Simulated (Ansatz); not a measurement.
Molecular dynamics of Cl$_{3}$H$_{2}$O$_{2}$Ta

Input file:

```yaml
crystal:
  periodic: [false, false, false]
  atoms:
    - { symbol: Ta, position_ang: [-0.05605, 0.023802, -0.053473] }
    - { symbol: O, position_ang: [1.837897, -0.07424, 0.045703] }
    - { symbol: H, position_ang: [2.385495, -0.295118, 0.821468] }
    - { symbol: Cl, position_ang: [-0.00927, -0.112913, 2.343903] }
    - { symbol: Cl, position_ang: [0.024827, -0.101148, -2.387786] }
    - { symbol: Cl, position_ang: [-1.005554, 2.131195, -0.006198] }
    - { symbol: O, position_ang: [-1.247545, -1.452073, 0.021012] }
    - { symbol: H, position_ang: [-1.454, -2.026106, 0.78167] }
basis:
  gaussian: { orbitals: def2-SVP }
hamiltonian:
  xc: pbe
  dispersion: d4
md:
  timestep: 0.5
  n_steps: 150
  ensemble: nvt_nose_hoover
  temperature: 300.0
  initial_velocities: maxwell_boltzmann
  seed: 225412
```

Launched with:

```bash
$ ansatz run input.yaml --threads 2 --pin off --max-ram 3072MiB --backend cpu --events-out ev --progress --plain --runs-dir out
```

It starts from a relaxed structure.

Output, in part (step lines, the closing report, with atoms numbered from 0):

```
md step     0: t =     0.00 fs  T =   300.0 K  F+E_penalty+E_count = -43221.07613837 eV  E_kin = 0.232668 eV  conserved = -43220.84347037 eV  (31 SCF iters)
[... lines left out ...]
Total energy: -43220.91779437 eV, -1588.3394327529 hartree
Atom 0 at    -0.037156     0.049349    -0.040116 Å, force     0.055654    -1.148467    -1.392900 eV/Å
Atom 1 at     1.870215    -0.195248     0.000090 Å, force    -0.511352     0.226528     0.392469 eV/Å
Atom 2 at     2.411606    -0.356538     0.801977 Å, force    -0.103983     0.000301    -0.245029 eV/Å
Atom 3 at    -0.063920    -0.113595     2.343734 Å, force     0.081849     0.039352    -0.075652 eV/Å
Atom 4 at    -0.003361    -0.156153    -2.460946 Å, force    -0.037279     0.198710     1.238223 eV/Å
Atom 5 at    -1.048035     2.123692     0.028849 Å, force     0.085537     0.065115    -0.061442 eV/Å
Atom 6 at    -1.217422    -1.495040    -0.006473 Å, force     0.594536     0.916406    -0.014370 eV/Å
Atom 7 at    -1.455550    -1.725665     0.909979 Å, force    -0.164962    -0.297946     0.158701 eV/Å
Dipole moment:     0.206487    -0.133531     0.487393 e Å
```

The steps, from the saved trajectory:

| time (fs) | T (K) | potential energy less start (eV) | conserved less start (meV/atom) |
| --- | --- | --- | --- |
| 0.0 | 300 | 0.000 | 0.00 |
| 2.5 | 276 | 0.019 | 0.05 |
| 5.0 | 246 | 0.042 | 0.02 |
| 7.5 | 191 | 0.085 | 0.04 |
| 10.0 | 142 | 0.123 | 0.04 |
| 12.5 | 106 | 0.151 | 0.03 |
| 15.0 | 81 | 0.171 | 0.06 |
| 17.5 | 108 | 0.150 | 0.02 |
| 20.0 | 124 | 0.138 | 0.06 |
| 22.5 | 172 | 0.101 | 0.00 |
| 25.0 | 171 | 0.103 | 0.05 |
| 27.5 | 197 | 0.083 | 0.01 |
| 30.0 | 181 | 0.097 | 0.04 |
| 32.5 | 162 | 0.113 | 0.04 |
| 35.0 | 154 | 0.119 | 0.02 |
| 37.5 | 134 | 0.136 | 0.06 |
| 40.0 | 142 | 0.130 | 0.01 |
| 42.5 | 118 | 0.151 | 0.06 |
| 45.0 | 132 | 0.141 | 0.01 |
| 47.5 | 116 | 0.154 | 0.04 |
| 50.0 | 109 | 0.160 | 0.04 |
| 52.5 | 113 | 0.158 | 0.03 |
| 55.0 | 105 | 0.166 | 0.07 |
| 57.5 | 131 | 0.147 | 0.01 |
| 60.0 | 122 | 0.156 | 0.07 |
| 62.5 | 155 | 0.132 | 0.01 |
| 65.0 | 150 | 0.138 | 0.05 |
| 67.5 | 149 | 0.140 | 0.04 |
| 70.0 | 142 | 0.148 | 0.04 |
| 72.5 | 128 | 0.161 | 0.06 |
| 75.0 | 134 | 0.158 | 0.02 |

All steps were run. The conserved energy stayed within 0.072 meV per atom of its start (net change 0.016 meV per atom), so the integration is sound. The mean temperature of the second half is 57 % below the set value. A run of 0.075 ps of so small a system gives no equilibrium averages.

The same pairs are bonded in the first frame and the last. Pairs count as bonded within 1.25 times the sum of covalent radii (0.12 Å more for H–H).

Last frame:

```xyz
8
Properties=species:S:1:pos:R:3
Ta -0.037 0.049 -0.040
O 1.870 -0.195 0.000
H 2.412 -0.356 0.802
Cl -0.064 -0.114 2.344
Cl -0.003 -0.156 -2.461
Cl -1.048 2.124 0.029
O -1.217 -1.495 -0.006
H -1.456 -1.726 0.910
```

Time of the run: 14 min on 2 threads of Arm Neoverse N1 (shared host), peak memory 0.2 GiB.
